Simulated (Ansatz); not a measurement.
ZnH2⁺. The state is a doublet with charge 1. Geometry r2SCAN-D4/def2-TZVP, that of the neutral singlet; atoms count from 1.

```xyz
3

Zn    0.0000    0.0000    0.0000
H    -1.4055    0.0689    0.6044
H     1.4055   -0.0689   -0.6044
```

Problem. Estimate the Mulliken populations from the PBE0/def2-TZVP orbitals of Ansatz.

Solution. 
```csv
atom,charge (e),spin (α − β),d electrons
Zn1,0.50,0.10,10.01
H2,0.25,0.45,–
H3,0.25,0.45,–
```
Mulliken values and Mayer orders depend strongly on the basis.

Problem. Where does the spin sit?

Solution. Summed by element: Zn 0.10, H 0.90, of 1 unpaired in all. Largest on single atoms: H2 0.45, H3 0.45, Zn1 0.10.
